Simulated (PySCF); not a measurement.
AsGa (SMILES [Ga]=[As]), triplet, at a GFN2-xTB geometry (such geometries of metal compounds can be far from the true shape), atoms displaced at random by about 0.08 Å a coordinate; PySCF with PBE0/STO-3G, gradient by finite differences.

PySCF was given this input:
```python
from pyscf import gto, scf, dft

mol = gto.Mole()
mol.atom = '''
    Ga    0.16307782   -0.15020716   -1.34926760
    As    0.10685121    0.11561361    0.96925717
'''
mol.basis = 'sto-3g'
mol.spin = 2
mol.verbose = 4
mol.build()

mf = dft.UKS(mol)
mf.xc = 'pbe0'
mf.conv_tol = 1e-11
mf.kernel()
scan, done = mf.as_scanner(), []
scan.scf_summary = {}
def energy(d):
    c = mol.atom_coords()
    c[0, 2] += d
    e = scan(mol.set_geom_(c, unit='Bohr', inplace=False))
    done.append(scan.converged)
    return e
h = 0.2
fd = (energy(h) - energy(-h)) / (2 * h)
print('dE/dx =', fd)
```

It wrote (shortened):

```
PySCF version 2.14.0

[INPUT] verbose = 4
[INPUT] num. atoms = 2
[INPUT] num. electrons = 64
[INPUT] charge = 0
[INPUT] spin (= nelec alpha-beta = 2S) = 2
[INPUT] symmetry False subgroup None
[INPUT] Mole.unit = angstrom
[INPUT] Symbol           X                Y                Z      unit          X                Y                Z       unit  Magmom
[...]
nuclear repulsion = 231.901336147435
number of shells = 16
number of NR pGTOs = 108
number of NR cGTOs = 36
basis = sto-3g
ecp = {}

******** <class 'pyscf.dft.uks.UKS'> ********
method = UKS
initial guess = minao
damping factor = 0
level_shift factor = 0
DIIS = <class 'pyscf.scf.diis.CDIIS'>
diis_start_cycle = 1
diis_space = 8
diis_damp = 0
SCF conv_tol = 1e-11
SCF conv_tol_grad = None
SCF max_cycles = 50
direct_scf = True
direct_scf_tol = 1e-13
number electrons alpha = 33  beta = 31
XC library pyscf.dft.libxc version 7.1.2
    S. Lehtola, C. Steigemann, M. J. T. Oliveira, and M. A. L. Marques,  SoftwareX 7, 1–5 (2018)
XC functionals = pbe0
    C. Adamo and V. Barone,  J. Chem. Phys. 110, 6158 (1999)
    M. Ernzerhof and G. E. Scuseria,  J. Chem. Phys. 110, 5029 (1999)
radial grids:
    Treutler-Ahlrichs [JCP 102, 346 (1995); DOI:10.1063/1.469408] (M4) radial grids

becke partition: Becke, JCP 88, 2547 (1988); DOI:10.1063/1.454033
pruning grids: <function nwchem_prune>
grids dens level: 3
symmetrized grids: False
atomic radii adjust function: <function treutler_atomic_radii_adjust>
small_rho_cutoff = 0
Set gradient conv threshold to 3.16228e-06
tot grids = 41328
init E= -4107.36010026035

cycle= 1 E= -4112.07227331337  delta_E= -4.71  |g|= 0.318  |ddm|= 1.61
cycle= 2 E= -4098.28354924365  delta_E= 13.8  |g|= 3.86  |ddm|= 4.04
cycle= 3 E= -4108.79915579259  delta_E= -10.5  |g|= 2.25  |ddm|= 2.41
cycle= 4 E= -4109.24922014933  delta_E= -0.45  |g|= 1.99  |ddm|= 0.246
cycle= 5 E= -4111.61797877093  delta_E= -2.37  |g|= 0.556  |ddm|= 1.82
cycle= 6 E= -4112.33783756225  delta_E= -0.72  |g|= 0.0916  |ddm|= 1.99
cycle= 7 E= -4112.34351788796  delta_E= -0.00568  |g|= 0.121  |ddm|= 0.421
cycle= 8 E= -4112.35768177405  delta_E= -0.0142  |g|= 0.0289  |ddm|= 0.199
cycle= 9 E= -4112.35871359555  delta_E= -0.00103  |g|= 0.023  |ddm|= 0.142
cycle= 10 E= -4112.35943404515  delta_E= -0.00072  |g|= 0.00332  |ddm|= 0.0703
cycle= 11 E= -4112.35949763043  delta_E= -6.36e-05  |g|= 0.00239  |ddm|= 0.0217
cycle= 12 E= -4112.35956019742  delta_E= -6.26e-05  |g|= 0.00226  |ddm|= 0.0211
cycle= 13 E= -4112.35966625479  delta_E= -0.000106  |g|= 0.00215  |ddm|= 0.0378
cycle= 14 E= -4112.35991803951  delta_E= -0.000252  |g|= 0.00174  |ddm|= 0.106
cycle= 15 E= -4112.36009171562  delta_E= -0.000174  |g|= 0.00137  |ddm|= 0.106
cycle= 16 E= -4112.36012818094  delta_E= -3.65e-05  |g|= 0.00321  |ddm|= 0.0466
cycle= 17 E= -4112.36011890308  delta_E= 9.28e-06  |g|= 0.00312  |ddm|= 0.00722
cycle= 18 E= -4112.36016303471  delta_E= -4.41e-05  |g|= 0.00156  |ddm|= 0.0299
cycle= 19 E= -4112.36021161293  delta_E= -4.86e-05  |g|= 0.000138  |ddm|= 0.0829
cycle= 20 E= -4112.360211453  delta_E= 1.6e-07  |g|= 0.000389  |ddm|= 0.00919
cycle= 21 E= -4112.3602120006  delta_E= -5.48e-07  |g|= 6.89e-05  |ddm|= 0.00583
cycle= 22 E= -4112.36021203914  delta_E= -3.85e-08  |g|= 6.45e-05  |ddm|= 0.000484
cycle= 23 E= -4112.36021211302  delta_E= -7.39e-08  |g|= 6.31e-05  |ddm|= 0.000953
cycle= 24 E= -4112.36021241305  delta_E= -3e-07  |g|= 5.88e-05  |ddm|= 0.00393
cycle= 25 E= -4112.36021313151  delta_E= -7.18e-07  |g|= 5.42e-05  |ddm|= 0.0112
cycle= 26 E= -4112.36021367521  delta_E= -5.44e-07  |g|= 4.44e-05  |ddm|= 0.011
cycle= 27 E= -4112.36021383979  delta_E= -1.65e-07  |g|= 3.93e-05  |ddm|= 0.00407
cycle= 28 E= -4112.36021388924  delta_E= -4.95e-08  |g|= 3.91e-05  |ddm|= 0.00125
cycle= 29 E= -4112.36021390255  delta_E= -1.33e-08  |g|= 3.89e-05  |ddm|= 0.000321
cycle= 30 E= -4112.3602139759  delta_E= -7.34e-08  |g|= 3.8e-05  |ddm|= 0.00169
cycle= 31 E= -4112.36021417162  delta_E= -1.96e-07  |g|= 3.68e-05  |ddm|= 0.00464
cycle= 32 E= -4112.36021459637  delta_E= -4.25e-07  |g|= 3.22e-05  |ddm|= 0.0111
cycle= 33 E= -4112.36021510529  delta_E= -5.09e-07  |g|= 2.97e-05  |ddm|= 0.0161
cycle= 34 E= -4112.3602152803  delta_E= -1.75e-07  |g|= 2.29e-05  |ddm|= 0.00676
cycle= 35 E= -4112.36021542974  delta_E= -1.49e-07  |g|= 2.09e-05  |ddm|= 0.00675
cycle= 36 E= -4112.36021552125  delta_E= -9.15e-08  |g|= 1.78e-05  |ddm|= 0.00465
cycle= 37 E= -4112.36021558211  delta_E= -6.09e-08  |g|= 1.68e-05  |ddm|= 0.00336
cycle= 38 E= -4112.36021560894  delta_E= -2.68e-08  |g|= 1.73e-05  |ddm|= 0.00147
cycle= 39 E= -4112.36021563306  delta_E= -2.41e-08  |g|= 1.58e-05  |ddm|= 0.00136
cycle= 40 E= -4112.36021567139  delta_E= -3.83e-08  |g|= 1.51e-05  |ddm|= 0.00215
cycle= 41 E= -4112.36021567827  delta_E= -6.88e-09  |g|= 1.47e-05  |ddm|= 0.00051
cycle= 42 E= -4112.36021569305  delta_E= -1.48e-08  |g|= 1.42e-05  |ddm|= 0.000881
cycle= 43 E= -4112.36021570677  delta_E= -1.37e-08  |g|= 1.41e-05  |ddm|= 0.000832
cycle= 44 E= -4112.36021575358  delta_E= -4.68e-08  |g|= 1.4e-05  |ddm|= 0.0029
cycle= 45 E= -4112.36021576106  delta_E= -7.48e-09  |g|= 1.4e-05  |ddm|= 0.000452
cycle= 46 E= -4112.36021576589  delta_E= -4.83e-09  |g|= 1.4e-05  |ddm|= 0.000288
cycle= 47 E= -4112.36021576631  delta_E= -4.22e-10  |g|= 1.4e-05  |ddm|= 5.16e-05
cycle= 48 E= -4112.3602157631  delta_E= 3.21e-09  |g|= 1.4e-05  |ddm|= 0.000193
cycle= 49 E= -4112.36021576429  delta_E= -1.19e-09  |g|= 1.4e-05  |ddm|= 7.18e-05
cycle= 50 E= -4112.36021576491  delta_E= -6.24e-10  |g|= 1.4e-05  |ddm|= 4.21e-05
SCF not converged.
SCF energy = -4112.36021576491 after 50 cycles  <S^2> = 2.0117339  2S+1 = 3.0078124
Create scanner for <class 'pyscf.dft.uks.UKS'>

WARN: Mole.unit (angstrom) is changed to Bohr

New geometry
   1 Ga     0.163077820000  -0.150207160000  -1.243432157816 AA    0.308172416791  -0.283850394349  -2.349746232749 Bohr
   2 As     0.106851210000   0.115613610000   0.969257170000 AA    0.201919522978   0.218478059172   1.831630595571 Bohr

[...]
cycle= 48 E= -4112.37031163769  delta_E= 5.55e-09  |g|= 1.3e-05  |ddm|= 0.00036
cycle= 49 E= -4112.37031163645  delta_E= 1.24e-09  |g|= 1.3e-05  |ddm|= 9.67e-05
cycle= 50 E= -4112.37031163559  delta_E= 8.69e-10  |g|= 1.3e-05  |ddm|= 0.000106
SCF not converged.
SCF energy = -4112.37031163559 after 50 cycles  <S^2> = 2.003506  2S+1 = 3.0023364

WARN: Mole.unit (angstrom) is changed to Bohr

New geometry
   1 Ga     0.163077820000  -0.150207160000  -1.455103042184 AA    0.308172416791  -0.283850394349  -2.749746232749 Bohr
   2 As     0.106851210000   0.115613610000   0.969257170000 AA    0.201919522978   0.218478059172   1.831630595571 Bohr

******** <class 'pyscf.scf.hf.UKS_Scanner'> ********
method = UKS_Scanner
initial guess = minao
damping factor = 0
level_shift factor = 0
DIIS = <class 'pyscf.scf.diis.CDIIS'>
diis_start_cycle = 1
diis_space = 8
diis_damp = 0
SCF conv_tol = 1e-11
SCF conv_tol_grad = None
SCF max_cycles = 50
direct_scf = True
direct_scf_tol = 1e-13
number electrons alpha = 33  beta = 31
XC library pyscf.dft.libxc version 7.1.2
    S. Lehtola, C. Steigemann, M. J. T. Oliveira, and M. A. L. Marques,  SoftwareX 7, 1–5 (2018)
XC functionals = pbe0
    C. Adamo and V. Barone,  J. Chem. Phys. 110, 6158 (1999)
    M. Ernzerhof and G. E. Scuseria,  J. Chem. Phys. 110, 5029 (1999)
radial grids:
    Treutler-Ahlrichs [JCP 102, 346 (1995); DOI:10.1063/1.469408] (M4) radial grids

becke partition: Becke, JCP 88, 2547 (1988); DOI:10.1063/1.454033
pruning grids: <function nwchem_prune>
grids dens level: 3
symmetrized grids: False
atomic radii adjust function: <function treutler_atomic_radii_adjust>
small_rho_cutoff = 0
Set gradient conv threshold to 3.16228e-06
tot grids = 41328
init E= -4112.34238278889
cycle= 1 E= -4112.34393114765  delta_E= -0.00155  |g|= 0.0367  |ddm|= 0.263
cycle= 2 E= -4112.33319430774  delta_E= 0.0107  |g|= 0.109  |ddm|= 0.289
cycle= 3 E= -4112.34578427562  delta_E= -0.0126  |g|= 0.0131  |ddm|= 0.231
cycle= 4 E= -4112.34599775936  delta_E= -0.000213  |g|= 0.00342  |ddm|= 0.0293
cycle= 5 E= -4112.34607150437  delta_E= -7.37e-05  |g|= 0.00196  |ddm|= 0.0276
cycle= 6 E= -4112.34613269596  delta_E= -6.12e-05  |g|= 0.00186  |ddm|= 0.0268
cycle= 7 E= -4112.34626175296  delta_E= -0.000129  |g|= 0.00176  |ddm|= 0.0592
cycle= 8 E= -4112.34646403181  delta_E= -0.000202  |g|= 0.00464  |ddm|= 0.362
cycle= 9 E= -4112.3465501959  delta_E= -8.62e-05  |g|= 0.00144  |ddm|= 0.187
cycle= 10 E= -4112.34658645893  delta_E= -3.63e-05  |g|= 0.000555  |ddm|= 0.0515
cycle= 11 E= -4112.34658877484  delta_E= -2.32e-06  |g|= 0.000438  |ddm|= 0.00678
cycle= 12 E= -4112.346590893  delta_E= -2.12e-06  |g|= 0.000285  |ddm|= 0.0081
cycle= 13 E= -4112.34659244313  delta_E= -1.55e-06  |g|= 0.000111  |ddm|= 0.0106
cycle= 14 E= -4112.34659268483  delta_E= -2.42e-07  |g|= 3.89e-05  |ddm|= 0.00469
cycle= 15 E= -4112.34659271985  delta_E= -3.5e-08  |g|= 3.29e-05  |ddm|= 0.00105
cycle= 16 E= -4112.34659274442  delta_E= -2.46e-08  |g|= 2.97e-05  |ddm|= 0.000858
cycle= 17 E= -4112.34659276877  delta_E= -2.44e-08  |g|= 2.95e-05  |ddm|= 0.00111
cycle= 18 E= -4112.34659278774  delta_E= -1.9e-08  |g|= 2.68e-05  |ddm|= 0.000859
cycle= 19 E= -4112.34659282648  delta_E= -3.87e-08  |g|= 2.58e-05  |ddm|= 0.00134
cycle= 20 E= -4112.34659297568  delta_E= -1.49e-07  |g|= 2.12e-05  |ddm|= 0.00573
cycle= 21 E= -4112.34659308723  delta_E= -1.12e-07  |g|= 1.87e-05  |ddm|= 0.0051
cycle= 22 E= -4112.34659311125  delta_E= -2.4e-08  |g|= 1.85e-05  |ddm|= 0.0012
cycle= 23 E= -4112.34659311669  delta_E= -5.44e-09  |g|= 1.85e-05  |ddm|= 0.000267
cycle= 24 E= -4112.34659311953  delta_E= -2.84e-09  |g|= 1.85e-05  |ddm|= 0.000138
cycle= 25 E= -4112.34659311256  delta_E= 6.97e-09  |g|= 1.85e-05  |ddm|= 0.000337
cycle= 26 E= -4112.34659311268  delta_E= -1.17e-10  |g|= 1.85e-05  |ddm|= 7.85e-06
cycle= 27 E= -4112.34659311273  delta_E= -4.73e-11  |g|= 1.85e-05  |ddm|= 5.54e-06
cycle= 28 E= -4112.3465931159  delta_E= -3.17e-09  |g|= 1.85e-05  |ddm|= 0.000153
cycle= 29 E= -4112.34659311615  delta_E= -2.46e-10  |g|= 1.85e-05  |ddm|= 3.28e-05
cycle= 30 E= -4112.34659311538  delta_E= 7.67e-10  |g|= 1.85e-05  |ddm|= 3.72e-05
cycle= 31 E= -4112.34659311693  delta_E= -1.55e-09  |g|= 1.85e-05  |ddm|= 7.51e-05
cycle= 32 E= -4112.34659311576  delta_E= 1.17e-09  |g|= 1.85e-05  |ddm|= 5.78e-05
cycle= 33 E= -4112.34659312216  delta_E= -6.4e-09  |g|= 1.85e-05  |ddm|= 0.000309
cycle= 34 E= -4112.34659312105  delta_E= 1.11e-09  |g|= 1.84e-05  |ddm|= 8.77e-05
cycle= 35 E= -4112.3465931265  delta_E= -5.45e-09  |g|= 1.84e-05  |ddm|= 0.000265
cycle= 36 E= -4112.34659312962  delta_E= -3.12e-09  |g|= 1.84e-05  |ddm|= 0.000152
cycle= 37 E= -4112.34659313494  delta_E= -5.33e-09  |g|= 1.84e-05  |ddm|= 0.000258
cycle= 38 E= -4112.34659314108  delta_E= -6.14e-09  |g|= 1.84e-05  |ddm|= 0.000297
cycle= 39 E= -4112.34659315711  delta_E= -1.6e-08  |g|= 1.84e-05  |ddm|= 0.000775
cycle= 40 E= -4112.34659321429  delta_E= -5.72e-08  |g|= 1.84e-05  |ddm|= 0.00277
cycle= 41 E= -4112.34659323642  delta_E= -2.21e-08  |g|= 1.83e-05  |ddm|= 0.00108
cycle= 42 E= -4112.34659323861  delta_E= -2.18e-09  |g|= 1.83e-05  |ddm|= 0.000145
cycle= 43 E= -4112.34659324693  delta_E= -8.32e-09  |g|= 1.83e-05  |ddm|= 0.000405
cycle= 44 E= -4112.34659324972  delta_E= -2.8e-09  |g|= 1.83e-05  |ddm|= 0.000138
cycle= 45 E= -4112.34659327306  delta_E= -2.33e-08  |g|= 1.83e-05  |ddm|= 0.00114
cycle= 46 E= -4112.34659329671  delta_E= -2.36e-08  |g|= 1.83e-05  |ddm|= 0.00116
cycle= 47 E= -4112.34659331201  delta_E= -1.53e-08  |g|= 1.83e-05  |ddm|= 0.000752
cycle= 48 E= -4112.34659329284  delta_E= 1.92e-08  |g|= 1.8e-05  |ddm|= 0.000992
cycle= 49 E= -4112.34659327454  delta_E= 1.83e-08  |g|= 1.79e-05  |ddm|= 0.000876
cycle= 50 E= -4112.34659327369  delta_E= 8.41e-10  |g|= 1.79e-05  |ddm|= 4.66e-05
SCF not converged.
SCF energy = -4112.34659327369 after 50 cycles  <S^2> = 2.1370424  2S+1 = 3.0900112
dE/dx = -0.05929590472987911
```

The run did not converge; its last values are not results.
